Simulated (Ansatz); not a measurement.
Reactions of CH3ClMgO (`C[O][Mg][Cl]`).

Isolated molecules relaxed with PBE0-D4/def2-TZVP in Ansatz; ΔE leaves out vibrations. CCSD(T)/CBS is the MP2 limit (def2-TZVPP, def2-QZVPP) plus CCSD(T) − MP2 in def2-TZVPP, frozen cores. For Br, Mg outer-core shells are correlated without core-valence functions, which leaves a few kJ/mol of doubt a bond. Scalar relativity is left out up to krypton. Each species was taken in one conformer, which may not be the lowest.

Order these by ΔE at CCSD(T)/CBS, lowest first. (Best estimate.)
A. `C[O][Mg][Cl]` + `CBCN` → `C[O][MgH]` + `CB(Cl)CN`
B. `C[O][Mg][Cl]` + `[F][Al]([F])[Br]` → `C[O][Mg][F]` + `[F][Al]([Cl])[Br]`
C. `C[O][Mg][Cl]` + `CO[SiH](O)[SiH3]` → `C[O][Mg][O]C` + `O[SiH]([SiH3])Cl`
D. `C[O][Mg][Cl]` + `CC[SiH2][SiH3]` → `C[CH2][Mg][Cl]` + `CO[SiH2][SiH3]`
E. `C[O][Mg][Cl]` + `[OH][Mg][N]([SiH3])[SiH3]` → `[SiH3][N]([SiH3])[Mg][Cl]` + `C[O][Mg][OH]`

E (+3.1 kJ/mol), B (+44.0 kJ/mol), D (+54.6 kJ/mol), C (+83.6 kJ/mol), A (+93.3 kJ/mol).

Largest T1 diagnostic: 0.012, for `CO[SiH](O)[SiH3]`.
